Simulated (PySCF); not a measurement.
**Fluorine: a sound run and one with changed settings**

Sound run: F²⁺ [He] 2s2 2p3, F³⁺ [He] 2s2 2p2. Computed with PySCF 2.14 in 6-31G*, with no relativity, point nucleus. The sound run starts from symmetry-adapted Hartree-Fock orbitals and uses a fine grid where one is needed.

Changed run: 26 angular points. This setting is unsound on purpose.

```
species  method  sound run (hartree)  changed run (hartree)  converged
    F²⁺     UHF            -97.55968              -97.55968        yes
    F²⁺   B3LYP            -97.76444              -97.76444        yes
    F²⁺    TPSS            -97.78357              -97.78357        yes
    F³⁺     UHF            -95.27054              -95.27054        yes
    F³⁺   B3LYP            -95.44739              -95.44713        yes
    F³⁺    TPSS            -95.47096              -95.47125        yes
```

Ionisation energy of F²⁺:

```tsv
method	sound run (eV)	changed run (eV)
UHF	62.291	62.291
B3LYP	63.050	63.057
TPSS	62.929	62.921
```

A coarse angular grid integrates products of high-l functions wrongly, so density functionals can shift, and the SCF can exploit the error; Hartree-Fock and MP2 need no grid.

For comparison, NIST gives 62.708 eV between the lowest levels.
